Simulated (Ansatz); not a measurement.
This geometry of ClH + FH5Si2 (10 atoms, charge 0, multiplicity 1) is a first-order saddle point.

All numbers below come from Ansatz 0.2.0, RKS PBE0-D4/def2-SVP.

```xyz
10
Properties=species:S:1:pos:R:3
Si -0.701 0.628 -0.195
F 0.747 2.018 -0.019
H -1.771 0.578 -1.231
H -1.303 1.484 0.879
Si 0.087 -1.375 0.706
H 1.213 1.635 -0.838
Cl 0.917 0.394 -2.002
H 0.027 -2.448 -0.327
H -0.716 -1.773 1.904
H 1.501 -1.140 1.124
```

Q: Which two structures does it join? (They come from a converged band through this point; their orientation in space is the band's.)

A: Bonds broken: Si1–F2, H6–Cl7. Bonds formed: Si1–Cl7, F2–H6. ClH + FH5Si2 becomes ClH5Si2 + FH.

First end point:

```xyz
10
Properties=species:S:1:pos:R:3
Si -1.057 0.779 0.194
F -0.170 1.789 -0.770
H -2.338 0.518 -0.526
H -1.339 1.535 1.450
Si 0.121 -1.203 0.631
H 1.431 1.155 -1.500
Cl 2.376 0.305 -1.754
H 0.281 -2.025 -0.601
H -0.742 -1.943 1.607
H 1.437 -0.912 1.267
```

Last end point:

```xyz
10
Properties=species:S:1:pos:R:3
Si -1.072 0.600 -0.210
F 1.970 1.017 -0.172
H -2.505 0.262 -0.448
H -0.994 1.855 0.588
Si 0.153 -1.184 0.705
H 1.595 1.124 -1.019
Cl -0.295 1.052 -2.121
H 0.972 -1.811 -0.373
H -0.825 -2.197 1.213
H 1.001 -0.719 1.837
```

Q: How far does it lie above each of them?

A: 1.27 eV above the first and 1.11 eV above the second. This is the barrier of this one path; another mechanism may lie lower. The orbitals stay closed-shell, which can raise the energy where a bond breaks towards radicals; this wasn't checked here.

The run took 3.8 min on 2 threads of Intel(R) Xeon(R) Platinum 8488C (Sapphire Rapids) (shared host), peak memory 0.24 GiB.
